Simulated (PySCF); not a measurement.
# In⁺ (indium, charge +1) across methods

[Kr] 4d10 5s1 5d1, high-spin 3D determinant (an excited configuration). Calculation: PySCF 2.14, in aug-cc-pwCVTZ-DK3 (10s9p7d4f1g, 109 functions); the spin-free X2C one-electron Hamiltonian (Gaussian nucleus).

```tsv
method	E (hartree)	mean ε 4d β (eV)	mean ε 5s α (eV)	mean ε 5d α (eV)	Σ⟨r²⟩ (bohr²)	⟨S²⟩
UHF	-5877.43877	-39.598	-21.476	-5.905	67.97	2.001
PBE	-5879.68	-30.438	-18.563	-4.966	62.73	2.000
PBE0	-5879.75	-32.997	-19.447	-5.281	63.61	2.000
CAM-B3LYP	-5880.39	-34.467	-20.901	-5.733	64.29	2.000
PW91	-5880.56	-30.495	-18.666	-4.976	62.44	2.001
M06-2X	-5880.59	-35.620	-19.984	-5.545	63.95	2.000
LDA	-5874.21	-30.671	-18.994	-4.873	62.70	2.000
```

(1) Estimate the same row for r2SCAN.

The outer electron is Rydberg-like, and this basis confines it to a smaller radius and binds it less than a complete one would.

Results:

(1) E (hartree) = -5880.08; mean ε 4d β (eV) = -31.007; mean ε 5s α (eV) = -18.605; mean ε 5d α (eV) = -4.898; Σ⟨r²⟩ (bohr²) = 62.81; ⟨S²⟩ = 2.001.
